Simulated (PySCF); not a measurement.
Delta-SCF ions had no search for a lower state. Excitations are Tamm–Dancoff values on a coarser integration grid. The basis has no diffuse functions, so Rydberg states are missing or too high.

## H$_{2}$SeSi, SMILES `[SiH2]=[Se]` (charge 0, multiplicity 1)

All values below come from r2SCAN-D4/def2-TZVP run with PySCF.

- HOMO = -6.05 eV
- dipole moment = 2.36 D
- HOMO–LUMO gap = 2.68 eV
- LUMO = -3.36 eV
- S1 excitation (TDA) = 2.77 eV
- S1 oscillator strength = 0.000
- brightest of the four lowest singlets (TDA) = 4.88 eV
- T1 excitation (TDA) = 2.38 eV
- S1–T1 gap (TDA) = 0.39 eV
- vertical ionisation energy (Delta-SCF) = 9.10 eV
- adiabatic ionisation energy (no zero-point term) = 8.97 eV
- hole reorganisation energy (four-point) = 267 meV
- total energy = -2692.2183 Ha
- cost = roughly 2.3 core-minutes

Bond lengths (Å): Si1–Se2 2.075, Si1–H3 1.485, Si1–H4 1.485. Angles (°): Se2–Si1–H3 125.1, Se2–Si1–H4 125.1, H3–Si1–H4 109.7.
Charge 0, spin multiplicity 1.
